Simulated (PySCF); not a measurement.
Br2Ge (SMILES [Br][Ge][Br]), singlet, at a GFN2-xTB geometry; DF-SVWN5/cc-pVQZ in PySCF.

PySCF was given this input:
```python
from pyscf import gto, scf, dft

mol = gto.M(
    atom='''
Ge    0.01682949    0.00687689    1.03311619
Br    1.00009172   -1.51961211   -0.47860423
Br   -1.01547868    1.51332467   -0.46595914
''',
    basis='cc-pvqz',
    verbose=4,
)

mf = dft.RKS(mol)
mf.xc = 'lda,vwn'
mf = mf.density_fit(auxbasis='def2-universal-jkfit')
mf.kernel()
mf.analyze()
```

The log (banner, timings and long lists left out):

```
PySCF version 2.14.0

[INPUT] verbose = 4
[INPUT] num. atoms = 3
[INPUT] num. electrons = 102
[INPUT] charge = 0
[INPUT] spin (= nelec alpha-beta = 2S) = 0
[INPUT] symmetry False subgroup None
[INPUT] Mole.unit = angstrom
[INPUT] Symbol           X                Y                Z      unit          X                Y                Z       unit  Magmom
[INPUT]  1 Ge     0.016829490000   0.006876890000   1.033116190000 AA    0.031803126916   0.012995438689   1.952306653954 Bohr   0.0
[INPUT]  2 Br     1.000091720000  -1.519612110000  -0.478604230000 AA    1.889899450245  -2.871650703472  -0.904430916758 Bohr   0.0
[INPUT]  3 Br    -1.015478680000   1.513324670000  -0.465959140000 AA   -1.918976590535   2.859769163848  -0.880535159838 Bohr   0.0

nuclear repulsion = 679.708793928492
number of shells = 45
number of NR pGTOs = 456
number of NR cGTOs = 204
basis = cc-pvqz
ecp = {}

******** <class 'pyscf.df.df_jk.DFRKS'> ********
method = DFRKS
initial guess = minao
damping factor = 0
level_shift factor = 0
DIIS = <class 'pyscf.scf.diis.CDIIS'>
diis_start_cycle = 1
diis_space = 8
diis_damp = 0
SCF conv_tol = 1e-09
SCF conv_tol_grad = None
SCF max_cycles = 50
direct_scf = False
XC library pyscf.dft.libxc version 7.1.2
    S. Lehtola, C. Steigemann, M. J. T. Oliveira, and M. A. L. Marques,  SoftwareX 7, 1–5 (2018)
XC functionals = lda,vwn
    P. A. M. Dirac,  Math. Proc. Cambridge Philos. Soc. 26, 376 (1930)
    F. Bloch,  Z. Phys. 57, 545 (1929)
    S. H. Vosko, L. Wilk, and M. Nusair,  Can. J. Phys. 58, 1200 (1980)
radial grids:
    Treutler-Ahlrichs [JCP 102, 346 (1995); DOI:10.1063/1.469408] (M4) radial grids

becke partition: Becke, JCP 88, 2547 (1988); DOI:10.1063/1.454033
pruning grids: <function nwchem_prune>
grids dens level: 3
symmetrized grids: False
atomic radii adjust function: <function treutler_atomic_radii_adjust>
small_rho_cutoff = 0
Set gradient conv threshold to 3.16228e-05
Initial guess from minao.
tot grids = 61488
init E= -7212.66110694065
  HOMO = -0.257691918307014  LUMO = -0.129315403751896  gap/eV = 3.49330
cycle= 1 E= -7215.23544698426  delta_E= -2.57  |g|= 0.921  |ddm|= 7.32
  HOMO = -0.233845514705214  LUMO = -0.194905640719382  gap/eV = 1.05961
cycle= 2 E= -7214.82415993823  delta_E= 0.411  |g|= 1.46  |ddm|= 2.47
  HOMO = -0.245422932639032  LUMO = -0.119872434812653  gap/eV = 3.41640
cycle= 3 E= -7215.23637356516  delta_E= -0.412  |g|= 0.566  |ddm|= 1.88
  HOMO = -0.252800593078967  LUMO = -0.15181960717721  gap/eV = 2.74783
cycle= 4 E= -7215.32332940784  delta_E= -0.087  |g|= 0.0636  |ddm|= 0.582
  HOMO = -0.258033325518236  LUMO = -0.155968572187524  gap/eV = 2.77732
cycle= 5 E= -7215.32438270496  delta_E= -0.00105  |g|= 0.0156  |ddm|= 0.0647
  HOMO = -0.257147397717946  LUMO = -0.155222429154199  gap/eV = 2.77352
cycle= 6 E= -7215.32441243586  delta_E= -2.97e-05  |g|= 0.00521  |ddm|= 0.0207
  HOMO = -0.256768025835527  LUMO = -0.154588199912014  gap/eV = 2.78045
cycle= 7 E= -7215.32442298542  delta_E= -1.05e-05  |g|= 0.000708  |ddm|= 0.00626
  HOMO = -0.256838153710053  LUMO = -0.154606392345611  gap/eV = 2.78187
cycle= 8 E= -7215.32442310343  delta_E= -1.18e-07  |g|= 0.000274  |ddm|= 0.000933
  HOMO = -0.256830368721787  LUMO = -0.154607175494116  gap/eV = 2.78163
cycle= 9 E= -7215.32442312442  delta_E= -2.1e-08  |g|= 4.77e-05  |ddm|= 0.000338
  HOMO = -0.256826493351438  LUMO = -0.154602862154873  gap/eV = 2.78165
cycle= 10 E= -7215.32442312527  delta_E= -8.48e-10  |g|= 1.18e-05  |ddm|= 6.38e-05
  HOMO = -0.256827395780715  LUMO = -0.154602210575341  gap/eV = 2.78169
Extra cycle  E= -7215.32442312521  delta_E= 5.46e-11  |g|= 2.02e-05  |ddm|= 2.87e-05
converged SCF energy = -7215.32442312521
**** SCF Summaries ****
Total Energy =                       -7215.324423125211979
Nuclear Repulsion Energy =             679.708793928491673
One-electron Energy =               -11414.319095086593734
Two-electron Energy =                 3519.285878032889286
Two-electron Coulomb Energy =         3770.573910737110964
DFT Exchange-Correlation Energy =     -251.288032704221791
HOMO-LUMO gap [eV] =                     2.781688975589415
**** MO energy ****
MO #1   energy= -480.22168655859   occ= 2
MO #2   energy= -480.221684268573  occ= 2
MO #3   energy= -396.400756356519  occ= 2
MO #4   energy= -61.7468589055652  occ= 2
MO #5   energy= -61.7468569320939  occ= 2
MO #6   energy= -55.7219106392451  occ= 2
MO #7   energy= -55.7219087709709  occ= 2
MO #8   energy= -55.7206609873016  occ= 2
MO #9   energy= -55.7206588421978  occ= 2
MO #10  energy= -55.7197345891457  occ= 2
MO #11  energy= -55.7197324567419  occ= 2
MO #12  energy= -49.163029426398   occ= 2
MO #13  energy= -43.8347477905088  occ= 2
MO #14  energy= -43.8330697744404  occ= 2
MO #15  energy= -43.832590669095   occ= 2
MO #16  energy= -8.3878336312429   occ= 2
MO #17  energy= -8.38783104818558  occ= 2
MO #18  energy= -6.28113059096126  occ= 2
MO #19  energy= -6.28113038393357  occ= 2
MO #20  energy= -6.27735423704312  occ= 2
MO #21  energy= -6.27734979768058  occ= 2
MO #22  energy= -6.27474471750889  occ= 2
MO #23  energy= -6.27474195415244  occ= 2
MO #24  energy= -6.00710322002074  occ= 2
MO #25  energy= -4.2437163344749   occ= 2
MO #26  energy= -4.23897550038992  occ= 2
MO #27  energy= -4.2371103202053   occ= 2
MO #28  energy= -2.50655762421689  occ= 2
MO #29  energy= -2.50654627226822  occ= 2
MO #30  energy= -2.50578215557836  occ= 2
MO #31  energy= -2.50576861541196  occ= 2
MO #32  energy= -2.50388942677008  occ= 2
MO #33  energy= -2.50388370633364  occ= 2
MO #34  energy= -2.50104424261661  occ= 2
MO #35  energy= -2.50104269600539  occ= 2
MO #36  energy= -2.50082686570629  occ= 2
MO #37  energy= -2.50082493685406  occ= 2
MO #38  energy= -1.16648347627391  occ= 2
MO #39  energy= -1.16518120944521  occ= 2
MO #40  energy= -1.16368206915384  occ= 2
MO #41  energy= -1.16180366582249  occ= 2
MO #42  energy= -1.16024494994476  occ= 2
MO #43  energy= -0.727719712132528 occ= 2
MO #44  energy= -0.708889972318659 occ= 2
MO #45  energy= -0.480214164486373 occ= 2
MO #46  energy= -0.341019334104699 occ= 2
MO #47  energy= -0.307801135103769 occ= 2
MO #48  energy= -0.303244374860328 occ= 2
MO #49  energy= -0.279672851554018 occ= 2
MO #50  energy= -0.265064791423808 occ= 2
MO #51  energy= -0.256827395780715 occ= 2
MO #52  energy= -0.154602210575341 occ= 0
MO #53  energy= -0.0724003336738461 occ= 0
MO #54  energy= -0.0633522945722313 occ= 0
MO #55  energy= 0.0277606288081991 occ= 0
MO #56  energy= 0.0627765054661958 occ= 0
MO #57  energy= 0.0721823934445577 occ= 0
MO #58  energy= 0.0749655846447977 occ= 0
MO #59  energy= 0.0906927249923864 occ= 0
 ** Mulliken pop on meta-lowdin orthogonal AOs  **
 ** Mulliken pop  **
 ** Mulliken atomic charges  **
charge of    0Ge =      0.39927
charge of    1Br =     -0.19963
charge of    2Br =     -0.19964
Dipole moment(X, Y, Z, Debye):  0.02888,  0.01175,  1.77139
```
